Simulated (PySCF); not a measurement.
C₃H₈OSi, SMILES [SiH2](C)OC=C.

The structure is a stationary point at B3LYP-D3(BJ)/def2-SVP. Other conformers were not sampled.

Calculation: PBE/def2-TZVP in PySCF.

```
Item                                                                                                            Value
---------------------------------------------------------------------------------------------  ----------------------
total energy                                                                                       -483.55275 hartree
point group                                                                                                        Cs
highest occupied level                                                                                       -5.64 eV
lowest empty level                                                                                           -0.39 eV
orbital gap                                                                                                   5.25 eV
dipole moment                                                                                                  0.97 D
quadrupole, principal values (traceless, Buckingham form, about the centre of nuclear charge)  -4.16, -0.71, 4.87 D·Å
mean static polarisability                                                                      68.1 bohr³ (10.09 Å³)
polarisability, principal values                                                               53.4, 63.2, 87.8 bohr³
```
